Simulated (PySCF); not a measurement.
Compound: Al(SiH3)3.
Cartesian coordinates in Å at the PBE0-D3(BJ)/def2-SVP level; atoms count from 1:
```xyz
13
AlH9Si3 angstrom
Al     0.007   -0.012    0.010
Si     2.466    0.013   -0.028
H      3.052    1.389    0.045
H      2.966   -0.630   -1.289
H      3.016   -0.782    1.120
Si    -1.233    2.113    0.015
H     -0.753    3.000    1.125
H     -2.714    1.949    0.165
H     -0.984    2.844   -1.271
Si    -1.223   -2.142    0.026
H     -0.348   -3.355   -0.049
H     -2.181   -2.195   -1.128
H     -2.041   -2.244    1.281
```

The closed-shell ground state was solved at several levels (PySCF, density fitting, gas phase, non-relativistic).

| level | basis functions | total energy (Eh) | HOMO (eV) | LUMO (eV) | gap (eV) | dipole (D) |
| --- | --- | --- | --- | --- | --- | --- |
| wB97X-D/def2-SVPD | 168 | -1115.9303 | -9.07 | -0.94 | 8.13 | 0.04 |
| PBE/pcSseg-1 (pcSseg-2 on Al) | 160 | -1115.6698 | -6.37 | -3.36 | 3.01 | 0.04 |
| PBE0/pcSseg-1 (pcSseg-2 on Al) | 160 | -1115.7797 | -7.39 | -2.67 | 4.72 | 0.04 |

Q: Estimate the row for B3LYP/pcSseg-1 (pcSseg-2 on Al), a basis of 160 functions; the other rows only guide the guess.

A: Total energy -1116.3689 Eh, HOMO -7.18 eV, LUMO -2.79 eV, gap 4.39 eV, dipole 0.04 D.

Q: Over all these levels, which gives the widest orbital gap and which the narrowest?

A: wB97X-D/def2-SVPD (range-separated hybrid) has the widest, 8.13 eV, and PBE/pcSseg-1 (pcSseg-2 on Al) (GGA) the narrowest, 3.01 eV. Functional and basis both differ between the two, so the spread mixes both effects.

Q: In the pcSseg-1 (pcSseg-2 on Al) basis, how does the gap go with the fixed share of exact exchange?

A: PBE (0 %) 3.01 eV; B3LYP (20 %) 4.39 eV; PBE0 (25 %) 4.72 eV. Each rise in the share widens the gap here.

Q: How far do the dipole and the HOMO energy spread over the levels?

A: The dipole runs from 0.04 to 0.04 D (mean 0.04 D) and the HOMO from -9.07 to -6.37 eV.

Note: wB97X-D ran without an empirical dispersion term, which enters the total energy and its gradient alone.
